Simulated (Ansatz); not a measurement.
BHBrF3, singlet: a saddle search.

in.yaml

```yaml
crystal:
  periodic: [false, false, false]
  atoms:
    - {symbol: B, position_ang: [-0.455199, -0.075431, -0.203490]}
    - {symbol: Br, position_ang: [0.390077, 0.228614, 1.775030]}
    - {symbol: F, position_ang: [-0.821897, -1.355467, -0.384633]}
    - {symbol: F, position_ang: [-1.320354, 0.838155, -0.448836]}
    - {symbol: H, position_ang: [1.205919, 0.305432, 0.189877]}
    - {symbol: F, position_ang: [0.921173, 0.191497, -0.873137]}
basis:
  gaussian: {orbitals: cc-pVDZ}
hamiltonian: {xc: {name: BLYP}, dispersion: d4}
saddle:
  f_tol: 0.1
  max_steps: 40
  mode_guess:
    - [0.1766, 0.0276, -0.4714]
    - [0.3502, 0.0846, -0.0477]
    - [-0.0525, -0.0171, 0.0107]
    - [-0.0546, -0.0086, 0.0104]
    - [-0.1043, -0.0029, 0.6768]
    - [-0.3154, -0.0837, -0.1788]
```

Launched with

```bash
ansatz run in.yaml --threads 4 --pin off --events-out ev --progress --plain --max-ram 9574MiB
```

Output of Ansatz 0.2.0:

```
Functional definition: BLYP
  name "BLYP"
  cite "Becke, Phys. Rev. A 38, 3098 (1988) doi:10.1103/PhysRevA.38.3098"
  cite "Lee, Yang & Parr, Phys. Rev. B 37, 785 (1988) doi:10.1103/PhysRevB.37.785"
  parameter beta = 0.0042
  parameter a = 0.04918
  parameter b = 0.132
  parameter c = 0.2533
  parameter d = 0.349
  exchange = b88_x(beta = beta)
  correlation = lyp_c(a = a, b = b, c = c, d = d)
980 factors; their error is unknown
mean field evaluation 1: about -78889.5782 eV, gradient 4.4e1 eV
mean field evaluation 2: about -78882.9034 eV, gradient 8.1e1 eV
mean field evaluation 4: about -78892.2835 eV, gradient 1.5e0 eV
mean field evaluation 8: about -78892.2851 eV, gradient 6.4e-2 eV
mean field evaluation 16: about -78892.2364 eV, gradient 4.5e-5 eV
mean field -78892.23640103 eV, -2899.2362126596 hartree, gradient 4.5e-5 eV, S^2 0.000000; 0 other end points of the search recorded, 0 dependent functions left out
the calculation of the forces begins
reference -78892.23665332 eV, -2899.2362219309 hartree; 34, 34 occupied and 54, 54 virtual orbitals, 980 factors
these checks for a lower state are left out or cut short: stability, starts, cluster_reference, orbital_swaps, neighbouring_geometries, increment
980 factors; their error is unknown
mean field -78892.23642549 eV, -2899.2362135583 hartree, gradient 7.8e-7 eV, S^2 0.000000; 0 other end points of the search recorded, 0 dependent functions left out
the calculation of the forces begins
reference -78892.23667791 eV, -2899.2362228346 hartree; 34, 34 occupied and 54, 54 virtual orbitals, 980 factors
these checks for a lower state are left out or cut short: stability, starts, cluster_reference, orbital_swaps, neighbouring_geometries, increment
980 factors; their error is unknown
mean field -78892.22234172 eV, -2899.2356959891 hartree, gradient 7.8e-7 eV, S^2 0.000000; 0 other end points of the search recorded, 0 dependent functions left out
the calculation of the forces begins
reference -78892.22259400 eV, -2899.2357052602 hartree; 34, 34 occupied and 54, 54 virtual orbitals, 980 factors
saddle step   1: F+E_penalty+E_count = -78892.49611445 eV  max|allowed force component| = 2.421e0 eV/Å  curvature = -4.2482 eV/Å²  mode residual = 4.04e0 eV/Å²  Δτ_max = 0.0000 Å  (1 rotations, 3 force calls, 68 SCF iters)  cluster: 3 rotations left out, max|force component along them| = 3.856e-8 eV/Å
saddle step   2: F+E_penalty+E_count = -78892.66361462 eV  max|allowed force component| = 8.466e-1 eV/Å  curvature = -6.8135 eV/Å²  mode residual = 1.94e0 eV/Å²  Δτ_max = 0.0812 Å  (1 rotations, 3 force calls, 72 SCF iters)  cluster: 3 rotations left out, max|force component along them| = 4.599e-8 eV/Å
saddle step   3: F+E_penalty+E_count = -78892.67941283 eV  max|allowed force component| = 2.455e-1 eV/Å  curvature = -6.5904 eV/Å²  mode residual = 1.03e0 eV/Å²  Δτ_max = 0.0219 Å  (1 rotations, 3 force calls, 72 SCF iters)  cluster: 3 rotations left out, max|force component along them| = 3.239e-9 eV/Å
saddle step   4: F+E_penalty+E_count = -78892.68156727 eV  max|allowed force component| = 9.760e-2 eV/Å  curvature = -6.6532 eV/Å²  mode residual = 7.72e-1 eV/Å²  Δτ_max = 0.0150 Å  (1 rotations, 7 force calls, 160 SCF iters)  cluster: 3 rotations left out, max|force component along them| = 2.840e-9 eV/Å
saddle search: the force at step 5 is within saddle.f_tol, and the search now checks the order of the point unasked, as it does wherever a lone molecule whose rigid rotations it leaves out would converge (saddle.isolated_cluster): at most 100 rotations across the mode and 202 force calls, two more next to a line or behind a second negative curvature, two more where it reads a positive, two for each turn that reads one and six more at each negative that it reads, and up to 22 at one that stands (24 where saddle.amplitude is under 0.005 Å), over each length that the point is read over (saddle.order_check: false declines the check)
saddle search: the rotation starts from a random direction (saddle.seed = 0)
saddle step   5: F+E_penalty+E_count = -78892.68239449 eV  max|allowed force component| = 2.388e-3 eV/Å  curvature = -6.6334 eV/Å² (error put at 0.0079; -6.6399 at half of saddle.amplitude)  mode residual = 4.78e-1 eV/Å²  Δτ_max = 0.0083 Å  (1 rotations, 31 force calls, 669 SCF iters)  order check (unasked): positive, curvature across the mode = +2.0748 eV/Å²; +1.9623 less its residual, +1.9618 less it at half of saddle.amplitude; error put at 0.0004 (23 force calls)  cluster: 3 rotations left out, max|force component along them| = 4.991e-9 eV/Å
Total energy: -78892.68264860 eV, -2899.2526119553 hartree
Atom 0 at    -0.511601    -0.104802    -0.208413 Å, force     0.000644     0.001280    -0.002373 eV/Å
Atom 1 at     0.444146     0.216452     1.783561 Å, force     0.000895     0.000393     0.000954 eV/Å
Atom 2 at    -0.833646    -1.391680    -0.391671 Å, force    -0.000029    -0.000037    -0.000127 eV/Å
Atom 3 at    -1.363955     0.884837    -0.504286 Å, force     0.000007    -0.000852     0.000257 eV/Å
Atom 4 at     1.274022     0.333457     0.234010 Å, force    -0.000556    -0.000543    -0.001100 eV/Å
Atom 5 at     0.910754     0.194536    -0.858390 Å, force    -0.000962    -0.000241     0.002388 eV/Å
Dipole moment:     0.264032     0.062516     0.020138 e Å

[the SCF lines of later steps are left out]
```

The lines “mean field evaluation” count trial sets of orbitals through the whole run, from several starts and some on an approximate energy, so they need not fall steadily or lie above the final value.

The run took about 22 s on 4 CPU threads of an Arm Neoverse V2 (shared host).
